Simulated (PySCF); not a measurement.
# Two-component Hartree-Fock for Pd²⁺ (palladium, charge +2)

Start: [Kr] 4d7 5p1; 4d3/2 filled at m_j = +1/2, +3/2; 4d5/2 filled at m_j = -3/2, -1/2, +1/2, +3/2, +5/2; 5p3/2 filled at m_j = +3/2. Calculated with PySCF 2.14 in x2c-TZVPall-2c with one added diffuse shell each of s, p, d type (9s10p8d1f, 86 functions): generalised Hartree-Fock with the X2C-1e Hamiltonian and a Gaussian nucleus; one run each with spin-orbit coupling (SO) switched off, then screened by Boettger's factors. This is a chosen level, not necessarily the ground level.

```json
{"spinor shell": "1s1/2", "electrons": "2", "ε, spin-free (eV)": "-24508.0", "ε, screened SO (eV)": "-24506.2", "weight of nominal j (screened SO)": "1.000", "rms radius, screened SO (bohr)": "0.0365"}
{"spinor shell": "2s1/2", "electrons": "2", "ε, spin-free (eV)": "-3690.3", "ε, screened SO (eV)": "-3689.7", "weight of nominal j (screened SO)": "1.000", "rms radius, screened SO (bohr)": "0.150"}
{"spinor shell": "2p1/2", "electrons": "2", "ε, spin-free (eV)": "-3305.0", "ε, screened SO (eV)": "-3415.4", "weight of nominal j (screened SO)": "1.000", "rms radius, screened SO (bohr)": "0.130"}
{"spinor shell": "2p3/2", "electrons": "4", "ε, spin-free (eV)": "-3305.0", "ε, screened SO (eV)": "-3253.8", "weight of nominal j (screened SO)": "1.000", "rms radius, screened SO (bohr)": "0.135"}
{"spinor shell": "3s1/2", "electrons": "2", "ε, spin-free (eV)": "-728.17", "ε, screened SO (eV)": "-728.02", "weight of nominal j (screened SO)": "1.000", "rms radius, screened SO (bohr)": "0.403"}
{"spinor shell": "3p1/2", "electrons": "2", "ε, spin-free (eV)": "-598.34", "ε, screened SO (eV)": "-618.28", "weight of nominal j (screened SO)": "1.000", "rms radius, screened SO (bohr)": "0.399"}
{"spinor shell": "3d3/2", "electrons": "4", "ε, spin-free (eV)": "-392.41", "ε, screened SO (eV)": "-396.10", "weight of nominal j (screened SO)": "0.992", "rms radius, screened SO (bohr)": "0.387"}
{"spinor shell": "3d5/2", "electrons": "6", "ε, spin-free (eV)": "-392.41", "ε, screened SO (eV)": "-389.79", "weight of nominal j (screened SO)": "0.994", "rms radius, screened SO (bohr)": "0.390"}
{"spinor shell": "4s1/2", "electrons": "2", "ε, spin-free (eV)": "-136.73", "ε, screened SO (eV)": "-136.71", "weight of nominal j (screened SO)": "1.000", "rms radius, screened SO (bohr)": "1.00"}
{"spinor shell": "4p1/2", "electrons": "2", "ε, spin-free (eV)": "-96.570", "ε, screened SO (eV)": "-102.26", "weight of nominal j (screened SO)": "0.842", "rms radius, screened SO (bohr)": "1.09"}
{"spinor shell": "4p3/2", "electrons": "4", "ε, spin-free (eV)": "-96.570", "ε, screened SO (eV)": "-93.847", "weight of nominal j (screened SO)": "0.921", "rms radius, screened SO (bohr)": "1.11"}
{"spinor shell": "4d5/2", "electrons": "5", "ε, spin-free (eV)": "-40.522", "ε, screened SO (eV)": "-41.422", "weight of nominal j (screened SO)": "0.531", "rms radius, screened SO (bohr)": "1.42"}
{"spinor shell": "4d3/2", "electrons": "2", "ε, spin-free (eV)": "-40.522", "ε, screened SO (eV)": "-38.484", "weight of nominal j (screened SO)": "0.622", "rms radius, screened SO (bohr)": "1.43"}
{"spinor shell": "5p3/2", "electrons": "1", "ε, spin-free (eV)": "-18.675", "ε, screened SO (eV)": "-18.538", "weight of nominal j (screened SO)": "1.000", "rms radius, screened SO (bohr)": "3.33"}
```

Q: Where does 3p3/2 lie, and what is the 3p spin-orbit splitting (screened SO)?

A: At -589.03 eV, 29.256 eV above 3p1/2.

```csv
quantity,spin-free,screened SO
E (hartree),-5040.98278,-5041.84643
M_J,6,6
⟨J²⟩,42.006,42.007
⟨L²⟩,20.006,20.269
⟨S²⟩,6.001,5.913
```

Each row is a mean over spinors that exchange with the open shell spreads, by up to 10.026 eV (4p3/2).

Rows whose weight is well below 1 are mixtures of j = l ± 1/2: exchange outweighs spin-orbit coupling there, and the label is only the starting occupation.

Breit and QED terms are absent; they matter most for the inner s and p1/2 levels.

Densities and radii are taken from the X2C orbitals without a picture-change correction, which distorts them close to the nucleus.

Without spin-orbit coupling the j labels of p, d and f shells carry no meaning; the spin-free column gives the mean over the occupied spinors of each nl shell.
